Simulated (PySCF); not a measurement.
# Radial density of C⁺ (carbon, charge +1)

UHF, [He] 2s2 2p1, 2P determinant. Calculation: PySCF 2.14, in 6-31G* (3s2p1d, 14 functions); the non-relativistic Hamiltonian (point nucleus).

```
r (bohr)  4πr²ρ (e/bohr)  4πr²(ρα − ρβ)
 0.00488         0.03542         0.0000
 0.00820         0.09778         0.0001
  0.0138          0.2606         0.0002
  0.0232          0.6551         0.0004
  0.0390           1.539         0.0010
  0.0657           3.170         0.0024
   0.110           5.309         0.0064
   0.186           6.241         0.0226
   0.313           4.174         0.0948
   0.526           1.574         0.3002
   0.884           1.788         0.6130
    1.49           1.829         0.5500
    2.50          0.4233         0.1325
    4.21         0.01778         0.0073
```
